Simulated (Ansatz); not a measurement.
Geometry optimisation, RKS PBE-D4/def2-SVP (Ansatz).

input.yaml

```yaml
crystal:
  periodic: [false, false, false]
  atoms:
    - { symbol: Si, position_ang: [-1.110681, -0.136434, -0.168359] }
    - { symbol: F, position_ang: [1.534363, -1.350878, 0.482391] }
    - { symbol: F, position_ang: [-1.079259, -1.443349, -1.121028] }
    - { symbol: F, position_ang: [-0.989825, -0.586143, 1.38816] }
    - { symbol: F, position_ang: [-2.599974, 0.494777, -0.315688] }
    - { symbol: H, position_ang: [1.476042, -0.518596, 0.869154] }
    - { symbol: As, position_ang: [0.422944, 1.488959, -0.783348] }
    - { symbol: H, position_ang: [0.86077, 1.641101, 0.688971] }
    - { symbol: H, position_ang: [1.48572, 0.410462, -1.040255] }
basis:
  gaussian: { orbitals: def2-SVP }
hamiltonian:
  xc: pbe
  dispersion: d4
relax:
  f_tol: 0.03
  max_steps: 50
output:
  orbitals: {}
```

Run as:

```bash
$ ansatz run input.yaml --threads 4 --pin off --max-ram 5120MiB --backend cpu --events-out ev --progress --plain --runs-dir out
```

Problem. Where does it end, and by what steps?

Solution. The forces met the threshold. After 14 steps the energy has fallen by 0.269 eV; H6 moved furthest, 0.91 Å.

| step | energy less start (eV) | largest force component (eV/Å) | accepted |
| --- | --- | --- | --- |
| 0 | 0.0000 | 0.982 | yes |
| 1 | -0.0533 | 0.568 | yes |
| 2 | -0.0386 | 1.595 | no |
| 3 | -0.0733 | 0.434 | yes |
| 4 | -0.0958 | 0.509 | yes |
| 5 | -0.1338 | 0.489 | yes |
| 6 | -0.1894 | 0.489 | yes |
| 7 | -0.1612 | 1.875 | no |
| 8 | -0.2242 | 0.284 | yes |
| 9 | -0.2483 | 0.220 | yes |
| 10 | -0.2625 | 0.151 | yes |
| 11 | -0.2670 | 0.177 | yes |
| 12 | -0.2682 | 0.114 | yes |
| 13 | -0.2686 | 0.069 | yes |
| 14 | -0.2691 | 0.014 | yes |

```xyz
9
Properties=species:S:1:pos:R:3
Si -1.029 -0.069 -0.225
F 1.802 -1.476 0.501
F -1.199 -1.368 -1.177
F -0.575 -0.664 1.248
F -2.507 0.549 0.026
H 1.069 -1.309 1.072
As 0.468 1.500 -1.108
H 0.392 2.260 0.231
H 1.578 0.577 -0.569
```

The run took 36 s on 4 threads of Arm Neoverse N1 (shared host), peak memory 0.19 GiB.
